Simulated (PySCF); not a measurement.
H₅NOSiTe. Atoms are numbered in the order given.

```xyz
9

Te    -0.6012     0.0467     0.5869
N     -0.6596     1.9729     0.0011
H      0.0258     2.5804     0.4467
H     -0.6809     2.1216    -1.0061
O      1.2289    -0.5557    -0.0586
Si     1.5505    -0.9500    -1.6489
H      0.7674    -2.1400    -2.1000
H      3.0065    -1.2463    -1.7507
H      1.2224     0.1889    -2.5643
```
Charge 0, spin multiplicity 1.

Coordinates come from a B3LYP-D3(BJ)/def2-SVP optimisation. The def2 effective core potentials stand for the cores of Te; spin–orbit coupling is left out. The values are those of a single conformer.

Calculation: PBE/def2-TZVP (PySCF).

ESP charges are fitted to the potential on shells at 1.4 to 2.0 van der Waals radii. Atomic charges (e):

```json
[
 {"atom": "Te1", "Löwdin": "0.51", "ESP fit": "0.28", "Mulliken": "0.41"},
 {"atom": "N2", "Löwdin": "-0.43", "ESP fit": "-0.76", "Mulliken": "-0.60"},
 {"atom": "H3", "Löwdin": "0.14", "ESP fit": "0.36", "Mulliken": "0.25"},
 {"atom": "H4", "Löwdin": "0.14", "ESP fit": "0.36", "Mulliken": "0.25"},
 {"atom": "O5", "Löwdin": "-0.26", "ESP fit": "-0.34", "Mulliken": "-0.47"},
 {"atom": "Si6", "Löwdin": "0.05", "ESP fit": "0.33", "Mulliken": "0.30"},
 {"atom": "H7", "Löwdin": "-0.05", "ESP fit": "-0.08", "Mulliken": "-0.04"},
 {"atom": "H8", "Löwdin": "-0.04", "ESP fit": "-0.05", "Mulliken": "-0.03"},
 {"atom": "H9", "Löwdin": "-0.05", "ESP fit": "-0.09", "Mulliken": "-0.06"}
]
```

Give the Mayer and Wiberg (Löwdin basis) orders of the bonds. (The exact figures need the calculation; the answer reports its results.)


| bond | Mayer | Wiberg |
|---|---|---|
| Te1–N2 | 1.16 | 1.57 |
| N2–H3 | 0.91 | 1.00 |
| N2–H4 | 0.91 | 1.00 |
| Te1–O5 | 0.87 | 1.23 |
| O5–Si6 | 1.16 | 1.72 |
| Si6–H7 | 0.93 | 0.97 |
| Si6–H8 | 0.94 | 0.96 |
| Si6–H9 | 0.93 | 0.97 |
